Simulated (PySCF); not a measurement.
**Unknowns**

- NMR shieldings at PBE0/pcSseg-1/GIAO
- geometry from GFN2-xTB
- run in PySCF 2.14.0 with density-fitted response routines
- non-relativistic, one averaged value for each set of equivalent atoms, gas phase, one conformer

δ = σ(ref) − σ, references computed at the same level: TMS for ¹H (σ = 31.72 ppm) and ¹³C (σ = 186.93 ppm). Splittings of carbon signals by F and P are missing where no couplings were computed. Where no couplings were computed, multiplicities follow the n + 1 count of equivalent neighbours, and m marks all less simple cases (inequivalent or close neighbours, rings, F or P nearby). Shifts are as computed. Against solution values, carbons near 30 ppm lie about +3 ppm off and those near 130 ppm about +5 ppm. Of 1211 compounds with measured shifts, 218 miss one by over three times the rms of a fit or turn the order of signals round; such compounds aren't used in these exercises. OH and NH positions are gas-phase values without hydrogen bonding to other molecules.

**Question.** C6H7F3O3. ¹H NMR (500 MHz, computed): δ 5.99 (s, 1H), 5.28 (m, 1H), 4.93 (m, 1H), 4.92 (m, 1H), 4.89 (m, 1H), 4.77 (m, 1H), 4.66 (m, 1H). ¹³C{¹H} NMR (computed): δ 130.6, 109.4, 80.0, 79.1, 76.0, 49.1. Give a structure.

**Answer.** `InChI=1S/C6H7F3O3/c7-6(8,9)12-4-5(3-11-4)1-10-2-5/h4H,1-3H2/t4-/m1/s1`. Rings plus π bonds: 2 (2 rings in the answer). 6 carbon signals for 6 carbons: no two carbons are equivalent. Carbon types of the structure: 2 × C, 1 × CH, 3 × CH2, which accounts for all hydrogens. δC 130.6: CF3 carbon; 4 electronegative neighbours deshield it. δC 109.4: sp3 carbon bearing two oxygens; 2 electronegative neighbours deshield it. δC 80.0, 79.1, 76.0: sp3 CH2 bonded to O; deshielded by the electronegative neighbour. δC 49.1: quaternary sp3 carbon in a ring; aliphatic region, no heteroatom directly attached.

The shifts were computed for this structure.

**Question.** CH9ClO2Si3. ¹H NMR (600 MHz, computed): δ 5.13 (d, 1H), 4.83 (d, 1H), 3.49 (s, 3H), 2.44 (br s, 1H), 0.61 (s, 3H). ¹³C{¹H} NMR (computed): δ 11.2. Give a structure.

**Answer.** `C[Si@]([SiH3])(Cl)O[SiH2]O`. Rings plus π bonds: 0. Carbon types of the structure: 1 × CH3, leaving 6 H on heteroatoms. δC 11.2: methyl carbon bonded to Si; an electropositive neighbour leaves it electron-rich and shielded. δH 3.49: hydrogen on a silicon bonded to Si. δH 2.44: hydrogen on an oxygen bonded to Si; exchangeable; this is the value without hydrogen bonding to other molecules. δH 0.61: hydrogen on a methyl carbon bonded to Si; an electropositive neighbour shields it, as in TMS itself.

This is the structure that produced the data.

**Question.** C9H12FN. ¹H NMR (500 MHz, computed): δ 4.94 (m, 1H), 2.46 (m, 1H), 2.37 (m, 2H), 2.26 (m, 2H), 2.24 (m, 2H), 2.01 (m, 2H), 1.87 (m, 2H). ¹³C{¹H} NMR (computed): δ 125.7 (C), 90.6 (CH), 41.0 (CH), 38.8 (CH2), 36.1 (CH), 30.7 (CH2). Give a structure.

**Answer.** `N#C[C@H]1[C@@H]2CC[C@H]1C[C@@H](F)C2`. The formula gives 4 degrees of unsaturation (2 rings in the answer). 6 carbon signals for 9 carbons: some carbons are equivalent by symmetry or fast rotation. Carbon types of the structure: 1 × C, 4 × CH, 4 × CH2, which accounts for all hydrogens. δC 125.7: nitrile carbon; typical of a nitrile. δC 90.6: sp3 CH bonded to F; the inductive effect lowers its shielding. δC 41.0: sp3 CH in a ring; a saturated carbon with 3 carbon neighbours and no heteroatom attached. δC 38.8, 30.7: sp3 CH2 in a ring; a saturated carbon with 2 carbon neighbours and no heteroatom attached.

This is the structure that produced the data.
